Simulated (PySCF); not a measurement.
Species: C3H8AsB.
Numbering: `[BH2:1][AsH:2][CH2:3][CH:4]=[CH2:5]` (hydrogens: H6, H7 on B1; H8 on As2; H9, H10 on C3; H11 on C4; H12, H13 on C5)

Theory: PBE0-D3(BJ)/def2-SVP geometry optimisation, gas phase (PySCF 2.14.0).

Problem. What internal coordinates does the optimisation give?

Solution. 
| bond | length (bohr) | order |
| --- | --- | --- |
| B1–As2 | 3.722 | single |
| As2–C3 | 3.757 | single |
| C3–C4 | 2.812 | single |
| C4=C5 | 2.523 | double |
| B1–H6, B1–H7 | 2.282 | single |
| As2–H8 | 2.863 | single |
| C3–H9, C3–H10 | 2.079 | single |
| C4–H11 | 2.074 | single |
| C5–H12 | 2.069 | single |
| C5–H13 | 2.065 | single |

Bonds in one row agree within 0.02 bohr and their mean is given. Orders are formal, as drawn. A selection of angles:
| angle | degrees |
| --- | --- |
| As2–B1–H6 | 119.5 |
| H6–B1–H7 | 120.3 |
| B1–As2–C3 | 105.0 |
| B1–As2–H8 | 102.0 |
| C3–As2–H8 | 100.2 |
| As2–C3–C4 | 111.1 |
| As2–C3–H9 | 104.3 |
| As2–C3–H10 | 109.8 |
| C4–C3–H9 | 111.5 |
| H9–C3–H10 | 108.3 |
| C3–C4–C5 | 124.8 |
| C3–C4–H11 | 116.1 |
| C5–C4–H11 | 119.0 |
| C4–C5–H12 | 121.4 |
| C4–C5–H13 | 121.4 |
| H12–C5–H13 | 117.2 |

Torsions: B1–As2–C3–C4 177° (antiperiplanar); As2–C3–C4–C5 -113° (anticlinal). The mirror-image conformer, all signs reversed, is as good.

B1 (three-coordinate boron) is almost planar (angles 120.3°, 119.5° and 119.5°, sum 359.3°, 0.07 Å off the plane of its three neighbours). As2 (arsenic bonded to B, C and H) is pyramidal (angles 105.0°, 102.0° and 100.2°, sum 307.2°, 0.78 Å off the plane of its three neighbours). Of the pairs four or more bonds apart, H10···H12 is among the closest relative to their van der Waals radii: 2.47 Å, 103 % of the sum of Bondi's values. The 2 C–C bonds span 1.335 Å (C4=C5, drawn double) to 1.488 Å (C3–C4, drawn single), a spread of 0.153 Å.

Point group: C1 (no symmetry element, even within 0.4 Å). No PBE0-D3(BJ)/def2-SVP frequencies stand behind this structure, so it isn't proved a minimum. One conformer, not necessarily the lowest (H–B1–As2–C3 -149° and 41°, B1–As2–C3–C4 177°, As2–C3–C4–C5 -113°).

Hardware: one thread, Arm Neoverse V1 (aarch64), no GPU, on a shared host. Cost: 51 s of wall time, 0.56 GiB resident at most. These figures are those of the optimisation.
